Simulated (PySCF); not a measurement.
Ionising GeBi

UHF-CCSD(T); Ge cc-pVDZ-PP with ECP10, Bi cc-pVDZ-PP with ECP60; scalar-relativistic core potentials (PySCF 2.14). Neutral (UHF): doublet (π ↑), Re = 2.577 Å, ωe = 229 cm⁻¹, De = 1.82 eV.

GeBi⁺ (UHF): triplet (π ↑↑), Re = 2.715 Å, ωe = 199 cm⁻¹. The energies at the minima are -507.14820 hartree for GeBi and -506.87698 for GeBi⁺.

Task: Work out the adiabatic ionisation energy, without and with harmonic zero-point energies (1 hartree = 27.2114 eV, 1 eV = 8065.5 cm⁻¹), and the change of the bond length.

Result: At UHF-CCSD(T): 0.27122 hartree = 7.380 eV between the minima; the zero-point term (199.0 − 229.0)/2 cm⁻¹ = -0.002 eV makes it 7.378 eV. Re changes by +13.8 pm against the neutral. The electron leaves a π orbital, and the longer bond of the ion fits a bonding orbital, or a change in how ionic the bond is.

Correlated steps freeze 8 core orbitals. Correlated levels converge slowly with the basis: in double zeta they bind strong bonds too weakly, by up to about 1 eV, and carry superposition errors of some tenths. These are scalar-relativistic numbers at best; spin–orbit coupling would shift them, the dissociation energy most. States were picked by a PBE0 search and need not be the measured ground states.
